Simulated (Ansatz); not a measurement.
`O[SiH]1BO1` + `F[SiH2][NH][AlH2]` → `F[SiH]1BO1` + `O[SiH2][NH][AlH2]`  (redistribution)

Calculated with Ansatz (gas phase, PBE0-D4/def2-TZVP geometries, no zero-point term in ΔE). CBS: MP2 limit from def2 TZ/QZ plus the TZ coupled-cluster correction, frozen cores. Functionals use def2-TZVPP. HSE06 is defined as in plane-wave codes. Each species was taken in one conformer, which may not be the lowest.

**Question.** Is it downhill or uphill in electronic energy at CCSD(T)/CBS, and by how much? (Best estimate.)

**Answer.** The calculation gave: Uphill: ΔE = +12.0 kJ/mol.

**Question.** What do these levels give: r2SCAN-D4, r2SCANh-D4, BHLYP-D4, CAM-B3LYP-D4, ωB97M-V, PBE, r2SCAN, r2SCANh, HSE06, HF/def2-TZVPP, MP2/CBS(def2), CCSD/CBS(def2)? (An estimate is asked.)

**Answer.** Computed: r2SCAN-D4 11.0, r2SCANh-D4 11.2, BHLYP-D4 12.1, CAM-B3LYP-D4 12.3, ωB97M-V 12.0, PBE 11.7, r2SCAN 11.1, r2SCANh 11.4, HSE06 12.0, HF/def2-TZVPP 12.7, MP2/CBS(def2) 12.5, CCSD/CBS(def2) 12.0 kJ/mol.

Largest T1 diagnostic among the species: 0.016.

At CCSD(T), def2-SVP lies +4.1 kJ/mol from the extrapolated value and def2-TZVPP −0.1 kJ/mol. Leaving LDA and LC-ωPBE aside and taking each functional with its dispersion term where it has one, the values, not all of them listed here, spread over 2.7 kJ/mol, from B97M-V to PBE-QIDH.
